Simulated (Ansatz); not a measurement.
One change: `[SiH3][Se][GeH3]` becomes `[GeH3][SeH]`.

Ansatz, PBE0-D4/def2-TZVP geometries, multiplicity 1. 

Scalar relativity is left out up to krypton.

```csv
property,`[SiH3][Se][GeH3]`
LUMO energy (B3LYP/def2-TZVPP) / eV,-0.68
zero-point energy (PBE0-D4/def2-TZVP) / kJ/mol,129.9
HOMO energy (B3LYP/def2-TZVPP) / eV,-6.75
HOMO–LUMO gap (PBE/def2-TZVPP) / eV,4.59
HOMO energy (ωB97M-V/def2-TZVPP) / eV,-9.11
HOMO–LUMO gap (B3LYP/def2-TZVPP) / eV,6.08
```

Problem. What does the change do to each property? (An estimate is asked.)

Solution. The calculation gave: 
```csv
property,`[GeH3][SeH]`,shift
LUMO energy (B3LYP/def2-TZVPP) / eV,-0.60,0.08
zero-point energy (PBE0-D4/def2-TZVP) / kJ/mol,81.8,-48.1
HOMO energy (B3LYP/def2-TZVPP) / eV,-6.72,0.03
HOMO–LUMO gap (PBE/def2-TZVPP) / eV,4.61,0.02
HOMO energy (ωB97M-V/def2-TZVPP) / eV,-9.11,0.00
HOMO–LUMO gap (B3LYP/def2-TZVPP) / eV,6.11,0.03
```

The zero-point energy changes by -48.1 kJ/mol with -9 modes.

B3LYP here is the variant with VWN-RPA as its local correlation; programs differ in this.

Spin–orbit coupling is left out; it splits and shifts lone-pair levels of the heavy atoms by tenths of an eV.
